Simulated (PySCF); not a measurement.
Computed properties of GeH₂ClBr, SMILES [Cl][GeH2][Br]

GeH₂ClBr, SMILES [Cl][GeH2][Br]. The structure is a stationary point at r2SCAN-D4/def2-SVP. One conformer was computed; it need not be the lowest. All values are computed for the isolated molecule unless a solvent is named; none is compared with measurement here.

**Structure.** The optimised structure has Cs symmetry. All 9 harmonic modes at r2SCAN-D4/def2-SVP (PySCF) are real, so it is a minimum. With heavy atoms numbered as in [GeH2:1]([Cl:2])[Br:3], the shortest bond between them is Ge1–Cl2 at 2.156 Å and the longest Ge1–Br3 at 2.301 Å.

**Vibrations.** The strongest infrared lines (harmonic, unscaled, degenerate partners summed) lie at 779 cm⁻¹ (151 km/mol, H 97 %), 2198 cm⁻¹ (88 km/mol, H 98 %), 853 cm⁻¹ (86 km/mol, H 98 %). The softest mode is at 126 cm⁻¹ and the zero-point energy is 11.5 kcal/mol.

**Electronic structure.** M06-2X/def2-TZVPD (PySCF) places the frontier levels at -9.85 and -0.32 eV, a gap of 9.53 eV, and gives a dipole moment of 1.95 D and a mean polarisability of 66.1 bohr³. PBE/def2-TZVPD (PySCF) at the same geometry gives -7.35 and -2.16 eV, so its gap is 4.34 eV narrower. An orbital gap is neither the optical nor the fundamental gap.

**Excitations.** TDDFT-B3LYP/def2-SVPD (PySCF) has S1 at 5.71 eV (217 nm, f = 0.013, weak); the most intense of the 10 singlets computed lies at 7.46 eV (f = 0.05). T1 (TDA) is at 5.27 eV. TDDFT-PBE/def2-SVPD (PySCF) puts S1 at 5.34 eV. No vertical singlet excitation falls in the visible range (under 3.1 eV).

**NMR.** GIAO shifts at PBE0/pcSseg-1 (PySCF) (non-relativistic, atoms alike by connectivity averaged): ¹H at 6.6 ppm against TMS. Without spin–orbit terms, shifts of atoms bonded to Cl or Br come out too high.
